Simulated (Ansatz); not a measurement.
A nudged elastic band was laid between two geometries of B₂FH₅OSi (10 atoms, charge 0, multiplicity 1).

Theory: Ansatz, RKS PBE/cc-pVDZ.

* movable images: 9
* climbing image: yes
* spring: 5.0 eV/Å²
* optimiser: lbfgs
* start path: IDPP
* force threshold: 0.03 eV/Å
* iteration limit: 60
* end points: relaxed
* largest step: 0.02 Å

Image 0:

```xyz
10
Properties=species:S:1:pos:R:3
O -1.460 1.398 1.277
B -1.214 0.888 0.031
B -0.502 -0.655 -0.137
F -1.260 -1.769 -0.301
Si 1.540 -0.912 -0.241
H -1.826 2.304 1.236
H -1.442 1.573 -0.962
H 1.984 -0.698 -1.675
H 1.991 -2.293 0.177
H 2.272 0.113 0.597
```

Image 10:

```xyz
10
Properties=species:S:1:pos:R:3
O -1.183 1.893 0.575
B -1.241 0.817 -0.270
B -0.527 -0.665 0.187
F -1.282 -1.702 0.632
Si 1.502 -0.978 0.034
H -1.585 2.691 0.180
H -1.742 0.946 -1.384
H 2.071 -0.268 -1.175
H 1.909 -2.434 -0.023
H 2.160 -0.353 1.248
```

Question: Which bonds break or form, and what moves?

Answer: No bond is made or broken. The dihedral F4–B3–Si5–H8 goes from 92 to 143°.

Question: Give the energies along the band, and the barrier.

Answer: It converged. The highest image is number 0 of 0 to 10, 0.000 eV above the first end and 0.005 eV above the last; the last end lies 0.005 eV below the first. The highest image is an end point: on this band no image between the ends rises above it.

```csv
image,path coordinate (Å),energy (eV),dihedral F4–B3–Si5–H8 (°)
0,0.00,0.000,92
1,0.18,0.000,97
2,0.36,0.000,102
3,0.55,0.000,107
4,0.73,-0.001,112
5,0.91,-0.001,117
6,1.09,-0.002,122
7,1.27,-0.003,128
8,1.45,-0.004,133
9,1.63,-0.005,138
10,1.82,-0.005,143
```

Run time: 81 s on 2 threads of Intel(R) Xeon(R) Platinum 8488C (Sapphire Rapids), on a shared host, peak memory 0.15 GiB.
